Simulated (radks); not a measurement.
Results of a calculation; reference values are marked as such.
Species: Ta XLIV. Configuration: [Ar] 3d10 4s2.

Level of theory: non-relativistic Kohn-Sham, PBE, spin-polarised, spherical densities, point nucleus; relativity is left out, which matters for an element this heavy (a radial shooting solver on a logarithmic mesh with Libxc functionals).

Energy parts (eV):
| part | energy |
|---|---|
| total | -369580.95 |
| kinetic | 369536.16 |
| electron-nucleus | -807168.96 |
| Hartree | 74073.68 |
| exchange-correlation | -6021.83 |

Orbitals (lengths in bohr, moments of r in powers of bohr; <r^-3> diverges for s and p1/2; r(90%) holds 90 % of the orbital's charge):
| orbital | occ. | eigenvalue (eV) | <r^-3> | <1/r> | <r^2> | r(90%) |
|---|---|---|---|---|---|---|
| 1s | 2 | -64046.96 | - | 72.46 | 0.0005755 | 0.0369 |
| 2s | 2 | -12198.39 | - | 17.01 | 0.008984 | 0.134 |
| 2p | 6 | -11779.72 | 13640 | 17.04 | 0.006643 | 0.120 |
| 3s | 2 | -4246.307 | - | 6.673 | 0.05426 | 0.317 |
| 3p | 6 | -4057.489 | 3040 | 6.622 | 0.04996 | 0.309 |
| 3d | 10 | -3712.424 | 536.0 | 6.531 | 0.03848 | 0.280 |
| 4s | 2 | -2107.508 | - | 3.386 | 0.2036 | 0.599 |
| 4p | 0 | -2025.716 | 1028 | 3.340 | 0.2008 | 0.599 |
| 5s | 0 | -1263.105 | - | 2.061 | 0.5510 | 0.970 |

The highest occupied level is 4s at -2107.5 eV. The electron density at the nucleus is 2.792e+05 e/bohr^3. Summed over all electrons, <r^2> = 1.259 bohr^2, which gives a Langevin (diamagnetic) susceptibility term of -0.997 x 10^-6 cm^3/mol. The density falls to 0.001 e/bohr^3 at r = 0.97 bohr.
